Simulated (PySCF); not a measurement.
Species: C5H10SSi.
Structure used (GFN2-xTB), in Å, numbered top down from 1:
```xyz
17
C5H10SSi angstrom
C      2.4162    1.0772   -0.6806
C      1.9233   -0.0859   -0.2983
C      0.8546   -0.2538    0.7342
C     -0.3671   -0.9469    0.1449
C     -1.1139   -0.0970   -0.8938
Si    -2.6938    0.1703    0.1301
S     -1.6659   -1.1836    1.4470
H      3.1864    1.1546   -1.4293
H      2.0784    2.0060   -0.2494
H      2.2795   -1.0050   -0.7460
H      1.2355   -0.8621    1.5598
H      0.5582    0.7176    1.1361
H     -0.0942   -1.9348   -0.2299
H     -1.2737   -0.6491   -1.8189
H     -0.5521    0.8002   -1.1490
H     -3.9225   -0.3927   -0.4086
H     -2.8559    1.4970    0.7106
```

NICS is the negative of the GIAO shielding at a point without a nucleus: at the ring centre (0) and 1 Å above and below it (1); zz is the component along the ring normal. Level: GIAO PBE0/pcSseg-1 (PySCF, non-relativistic, gas phase) on the GFN2-xTB geometry, one conformer.

Ring bond lengths (Å), with Mayer bond orders in brackets: C4–C5 1.536 (0.95), C5–Si6 1.902 (0.93), Si6–S7 2.150 (1.00), S7–C4 1.854 (1.03).

Give the NICS values of each ring in ppm.

```json
{"ring": "C4–C5–Si6–S7", "type": "4-membered ring with S and Si; formal bonds all single", "NICS(0)": "-0.9", "NICS(1), two faces": "0.0 / -0.3", "NICS(1)zz, two faces": "7.8 / 7.6", "rms pucker (Å)": "0.04", "centre to ring atoms, mean (Å)": "1.31"}
```

What can be read from them?

- C4–C5–Si6–S7: mean NICS(1)zz 7.7 ppm, deshielded. C4, C5, Si6 have four or more neighbours, so the value isn't read as a sign of a π ring current.

What is the mean of the two in-plane components of NICS at the second NICS(1) probe listed for ring C4–C5–Si6–S7, 1 Å off the ring?

The isotropic value is a third of the trace: (3 × -0.3 − (7.6))/2 = -4.2 ppm.

Give the inner angles of the rings and the Hirshfeld charges of the ring atoms.

- C4–C5–Si6–S7: C4 101.8° (-0.016 e), C5 96.8° (-0.166 e), Si6 81.0° (+0.334 e), S7 79.9° (-0.124 e); sum 359.5° against 360° for a flat convex ring.

What are the shieldings of the ring atoms and their hydrogens in the same run (means over atoms taken as equivalent)?

```json
{"atoms": "C4", "environment": "sp3 carbon bound to sulfur", "σ isotropic (ppm)": "141.0", "principal values of the symmetric part, first atom (ppm)": "126.7, 135.3, 161.2"}
{"atoms": "C5", "environment": "sp3 carbon bound to silicon", "σ isotropic (ppm)": "169.6", "principal values of the symmetric part, first atom (ppm)": "145.1, 162.6, 201.1"}
{"atoms": "Si6", "environment": "SiH2 silicon", "σ isotropic (ppm)": "376.1", "principal values of the symmetric part, first atom (ppm)": "326.1, 396.8, 405.5"}
{"atoms": "S7", "environment": "sulfur bonded to C and Si", "σ isotropic (ppm)": "601.9", "principal values of the symmetric part, first atom (ppm)": "385.2, 486.0, 934.4"}
{"atoms": "H13", "environment": "methine hydrogen", "σ isotropic (ppm)": "28.18", "principal values of the symmetric part, first atom (ppm)": "24.1, 27.3, 33.1"}
{"atoms": "H14", "environment": "methylene hydrogen", "σ isotropic (ppm)": "29.66", "principal values of the symmetric part, first atom (ppm)": "26.4, 27.0, 35.6"}
{"atoms": "H15", "environment": "methylene hydrogen", "σ isotropic (ppm)": "30.06", "principal values of the symmetric part, first atom (ppm)": "25.4, 29.7, 35.1"}
{"atoms": "H16", "environment": "Si–H hydrogen", "σ isotropic (ppm)": "26.41", "principal values of the symmetric part, first atom (ppm)": "22.9, 24.4, 32.0"}
{"atoms": "H17", "environment": "Si–H hydrogen", "σ isotropic (ppm)": "26.26", "principal values of the symmetric part, first atom (ppm)": "22.7, 24.5, 31.6"}
```
